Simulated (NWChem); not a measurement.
System meant: MoNHOBrF; SMILES [NH]=[Mo](=[O])([F])[Br]

Input file for NWChem:

```
start job
memory heap 200 mb stack 900 mb global 1100 mb
geometry units angstroms noautoz
  Mo    -0.005455    -0.623162    -0.027172
  O     -0.835779    -1.169450     1.304434
  N     -0.895460    -1.093887    -1.412069
  H     -1.741663    -1.541130    -1.766920
  F      1.675111    -1.384150    -0.124074
  Br     0.035900     1.794787     0.017146
end
basis spherical
  Mo library def2-svp
  O library def2-svp
  N library def2-svp
  H library def2-svp
  F library def2-svp
  Br library def2-svp
end
ecp
  Mo library def2-ecp
end
dft
  xc xpbe96 cpbe96
  iterations 4
  mulliken
end
task dft energy
```

End of the output:

```
    Atom       Charge   Shell Charges
 -----------   ------   -------------------------------------------------------
    1 Mo  14    14.01   0.00  0.98  0.91  0.31  0.12  5.60  0.96  0.37  3.24  1.37  0.15
    2 O    8     8.08   1.98  0.99  0.66  2.65  1.78  0.02
    3 N    7     7.05   1.97  0.81  0.47  2.19  1.57  0.03
    4 H    1     0.89   0.56  0.20  0.13
    5 F    9     9.05   1.98  1.02  0.76  3.12  2.16  0.01
    6 Br  35    34.92   2.00  2.00  1.96  1.12  0.66  5.99  5.82  2.54  2.81  7.84  2.03  0.15

 center of mass
 --------------
 x =   0.02925151 y =   0.06579132 z =   0.01593805

 moments of inertia (a.u.)
 ------------------
        1534.774652502587          -0.000000000000           0.000000000000
          -0.000000000000         488.926975168738           0.000000000000
           0.000000000000           0.000000000000        1606.634925170779

     Multipole analysis of the density
     ---------------------------------

     L   x y z        total         alpha         beta         nuclear
     -   - - -        -----         -----         ----         -------
     0   0 0 0      0.000000    -37.000000    -37.000000     74.000000

     1   1 0 0     -0.294150     -1.096707     -1.096707      1.899265
     1   0 1 0     -0.727801    -18.287731    -18.287731     35.847661
     1   0 0 1     -0.445866      0.238238      0.238238     -0.922342

     2   2 0 0    -40.740059    -90.838961    -90.838961    140.937862
     2   1 1 0      1.999506     -1.262330     -1.262330      4.524165
     2   1 0 1      3.179557     -1.230213     -1.230213      5.639983
     2   0 2 0    -42.300638   -297.838636   -297.838636    553.376634
     2   0 1 1      2.213364     -2.005937     -2.005937      6.225238
     2   0 0 2    -42.610817    -76.049464    -76.049464    109.488111

 ------------------------------------------------------------------------
 dft energy failed                                                                                  0
 ------------------------------------------------------------------------
 ------------------------------------------------------------------------
  current input line :
    27: task dft energy
 ------------------------------------------------------------------------
 ------------------------------------------------------------------------
 This type of error is most commonly associated with calculations not reaching convergence criteria
 ------------------------------------------------------------------------
 For more information see the NWChem manual at https://nwchemgit.github.io

0:dft energy failed:Received an Error in Communication
```

Problem. Find the fault in this run and fix the input.

Solution. Convergence was not reached. Cause: the SCF was allowed too few iterations. This input runs:
```
start job
memory heap 200 mb stack 900 mb global 1100 mb
geometry units angstroms noautoz
  Mo    -0.005455    -0.623162    -0.027172
  O     -0.835779    -1.169450     1.304434
  N     -0.895460    -1.093887    -1.412069
  H     -1.741663    -1.541130    -1.766920
  F      1.675111    -1.384150    -0.124074
  Br     0.035900     1.794787     0.017146
end
basis spherical
  Mo library def2-svp
  O library def2-svp
  N library def2-svp
  H library def2-svp
  F library def2-svp
  Br library def2-svp
end
ecp
  Mo library def2-ecp
end
dft
  xc xpbe96 cpbe96
  iterations 150
  mulliken
end
task dft energy
```
It converges to -2871.88578 Ha (PBE/def2-SVP with def2 effective core potentials on Mo).
